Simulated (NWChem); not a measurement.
The numbers come from NWChem runs, not from measurements. System: hydrogen telluride (H$_{2}$Te), charge 0, spin multiplicity 1, at a geometry optimised with PBE/def2-SVP with def2 effective core potentials on Te. Level: HF/def2-SVPD with def2 effective core potentials on Te.

NWChem printed:

```
             Northwest Computational Chemistry Package (NWChem) 7.3.0
             --------------------------------------------------------

                                NWChem Input Module
                                -------------------

 Scaling coordinates for geometry "geometry" by  1.889725989
 (inverse scale =  0.529177249)

 Turning off AUTOSYM since
 SYMMETRY directive was detected!

                             Geometry "geometry" -> ""
                             -------------------------

 Output coordinates in angstroms (scale by  1.889725989 to convert to a.u.)

  No.       Tag          Charge          X              Y              Z
 ---- ---------------- ---------- -------------- -------------- --------------
    1 Te                  52.0000     0.00000000     0.00000000     0.04413200
    2 H                    1.0000    -1.18446900     0.00000000    -1.14743600
    3 H                    1.0000     1.18446900     0.00000000    -1.14743600

 Effective nuclear repulsion energy (a.u.)      32.9796457162

            Nuclear Dipole moment (a.u.)
            ----------------------------
        X                 Y               Z
 ---------------- ---------------- ----------------
     0.0000000000     0.0000000000    -0.0000151178

      Symmetry information
      --------------------

 Group name             C2v
 Group number             16
 Group order               4
 No. of unique centers     2

      Symmetry unique atoms

     1    2


 Summary of "ao basis" -> "" (spherical)
 ------------------------------------------------------------------------------
       Tag                 Description            Shells   Functions and Types
 ---------------- ------------------------------  ------  ---------------------
 *                         def2-svpd                  on all atoms

                                 NWChem DFT Module
                                 -----------------

 Summary of "ao basis" -> "ao basis" (spherical)
 ------------------------------------------------------------------------------
       Tag                 Description            Shells   Functions and Types
 ---------------- ------------------------------  ------  ---------------------
 Te                        def2-svpd                13       35   5s5p3d
 H                         def2-svpd                 4        8   2s2p

 Summary of "ao basis" -> "ao basis" (spherical)
 ------------------------------------------------------------------------------
[...]
     L   x y z        total         alpha         beta         nuclear
     -   - - -        -----         -----         ----         -------
     0   0 0 0      0.000000    -13.000000    -13.000000     26.000000

     1   1 0 0      0.000000      0.000000      0.000000      0.000000
     1   0 1 0      0.000000      0.000000      0.000000      0.000000
     1   0 0 1     -0.086498      1.124322      1.124322     -2.335142

     2   2 0 0    -19.409981    -14.715075    -14.715075     10.020169
     2   1 1 0      0.000000      0.000000      0.000000      0.000000
     2   1 0 1     -0.000000     -0.000000     -0.000000      0.000000
     2   0 2 0    -23.738875    -11.869438    -11.869438      0.000000
     2   0 1 1     -0.000000     -0.000000     -0.000000      0.000000
     2   0 0 2    -20.432555    -15.001436    -15.001436      9.570316

 *** CALLING NEW AORESP DRIVER FOR CLOSED AND OPEN SHELLS ***
 Entering AOResponse driver routine

--------------------------------------------------------------------------------

          ****************
          *** RESPONSE ***
          ****************

 Response module for NWChem and dynamic CPKS solver

          -----------------------------------------------
          Solving response equations for perturbing field
          -----------------------------------------------

 number of frequencies:     1
 frequency in a.u.:  0.7730000E-01
 Perturbing field: electric
 Using El. Dipole Length Gauge

 Setting up CPKS with frequency omega =      0.07730000 a.u.

                            NWChem Dynamic CPHF Module
                            --------------------------

    scftype = RHF
    nclosed =   13
      nopen =    0
  variables =      988
  num. vecs =        3
  tolerance =   1.0D-04
  max. iter =   50

 SCF residual:    3.1491071460253649E-005

Iterative solution of linear equations
  No. of variables      988
  No. of equations        3
  Maximum subspace       30
       Convergence  1.0D-04

 ga_lkain filestub:cphf_sol
 ga_lkain filesoln:./mol.cphf_sol

   iter   nsub   residual    time
   ----  ------  --------  ---------
     1      3    1.48D+00       1.7
     2      6    6.69D-01       2.6
     3      9    1.89D-01       3.6
     4     12    4.29D-02       4.6
     5     15    1.43D-02       5.8
     6     18    2.44D-03       6.7
     7     21    4.16D-04       8.0
     8     24    7.96D-05       8.9

 Electric Dipole Response Matrix (nonzero elements):

              1        2        3
    1   45.1299  -0.0000   0.0000
    2   -0.0000  46.4884  -0.0000
    3    0.0000   0.0000  44.9189

 ------------------------------------------
 average:        45.51240 + I       0.00000

 DFT Linear Response polarizability / au
 Frequency  =       0.0773000 / au
 Wavelength =     589.4353558 / nm
              X              Y              Z
 -----------------------------------------------
 X      45.1299238     -0.0000000      0.0000000
 Y      -0.0000000     46.4883805     -0.0000000
 Z       0.0000000      0.0000000     44.9188847
 -----------------------------------------------
 Eigenvalues =      45.1299238     46.4883805     44.9188847
 Isotropic   =      45.5123963
 Anisotropic =       1.4753405
 -----------------------------------------------

 Magnetic Dipole Response Matrix (nonzero elements):
 Optical rotation tensor Beta

              1        2        3
    1    0.0000   1.2161   0.0000
    2    4.1678   0.0000  -0.0000
    3   -0.0000   0.0000   0.0000

 ------------------------------------------
 average:         0.00000 + I       0.00000

 Exiting AOResponse driver routine

          -------------
          Dipole Moment
          -------------

 Center of charge (in au) is the expansion point
         X =       0.0000000 Y =       0.0000000 Z =      -0.0898132

   Dipole moment        0.0864979831 A.U.
             DMX        0.0000000114 DMXEFC        0.0000000000
             DMY        0.0000000000 DMYEFC        0.0000000000
             DMZ       -0.0864979831 DMZEFC        0.0000000000
   -EFC- dipole         0.0000000000 A.U.
   Total dipole         0.0864979831 A.U.

   Dipole moment        0.2198576047 Debye(s)
             DMX        0.0000000290 DMXEFC        0.0000000000
             DMY        0.0000000000 DMYEFC        0.0000000000
             DMZ       -0.2198576047 DMZEFC        0.0000000000
   -EFC- dipole         0.0000000000 DEBYE(S)
   Total dipole         0.2198576047 DEBYE(S)

 1 a.u. = 2.541766 Debyes

 Task  times  cpu:        8.9s     wall:        8.9s

 Total times  cpu:        8.9s     wall:        8.9s
```

### Question
Write an NWChem input that would produce this output.

### Answer
This is not unique; one that fits is 
```
start mol
memory heap 200 mb stack 900 mb global 1100 mb
geometry units angstroms nocenter noautoz
  Te     0.000000     0.000000     0.044132
  H     -1.184469     0.000000    -1.147436
  H      1.184469     0.000000    -1.147436
  symmetry group C2v
end
basis spherical
  * library def2-svpd
end
ecp
  Te library def2-ecp
end
dft
  xc hfexch
  semidirect memsize 60000000 filesize 0
  iterations 100
end
property
  dipole
  response 1 0.0773
end
task dft property
```
